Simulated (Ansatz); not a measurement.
Reaction (atomization): `[OH][GeH]([F])[S][SiH3]` → F• + Ge• + 5 H• + O• + S• + Si•

Computed with Ansatz on PBE0-D4/def2-TZVP structures; ΔE is electronic, products minus reactants. CCSD(T)/CBS adds triple-zeta CCSD(T) − MP2 to the extrapolated MP2 energy (def2 sets, frozen cores). This one scheme is used for every species, atoms too. Functionals use def2-TZVPP. B3LYP here is the variant with VWN-RPA as its local correlation; programs differ in this. Open shells (•) are unrestricted, without spin–orbit coupling. Spin–orbit coupling would lower the free atoms: a little for F, O, S, Si; clearly for Ge. Bonds to Ge are less sure, by a few kJ/mol each and by 10 to 20 or more in all where they break to atoms, as the def2 sets lack core-valence functions. Scalar relativity is left out up to krypton. One conformer a species, not always the lowest.

Question: What is ΔE at CCSD(T)/CBS? (Best estimate.)

Answer: Ansatz gave: +3245.3 kJ/mol.

Question: What do these levels give: B3LYP-D4, ωB97X-V, ωB97M-V, r2SCAN, B3LYP, HF/def2-TZVPP, CCSD(T)/def2-TZVPP, HF/def2-QZVPP, MP2/def2-QZVPP, SCS-MP2/def2-QZVPP, HF/CBS(def2), CCSD/CBS(def2)? (An estimate is asked.)

Answer: Ansatz gave: B3LYP-D4 3192.6, ωB97X-V 3253.4, ωB97M-V 3225.6, r2SCAN 3228.6, B3LYP 3149.0, HF/def2-TZVPP 2289.1, CCSD(T)/def2-TZVPP 3152.8, HF/def2-QZVPP 2294.5, MP2/def2-QZVPP 3265.2, SCS-MP2/def2-QZVPP 3255.5, HF/CBS(def2) 2295.4, CCSD/CBS(def2) 3191.8 kJ/mol.

Largest T1 diagnostic among the species: 0.012.

In def2-TZVPP, CCSD(T) changes the Hartree–Fock value by +863.7 kJ/mol (the triples alone add +53.5 kJ/mol) and MP2 by +921.1 kJ/mol; breaking electron pairs costs correlation energy, which Hartree–Fock lacks. From PBE to PBE0 (25 % exact exchange), in def2-TZVPP and without D4, ΔE moves by −54.2 kJ/mol: exact exchange takes away binding that semilocal exchange gives to molecules. The D4 term adds +43.5 kJ/mol with B3LYP and +22.8 kJ/mol with PBE0; it sums over pairs of atoms, weighted by their polarisabilities, and B3LYP, whose exchange is more repulsive, gets the larger term.

For atomizations the MP2-based limit and the directly extrapolated one differ by several kJ/mol either way, and by 10 to 25 for some Ge, Se and Sn compounds, so smaller differences from it don't rank the levels.
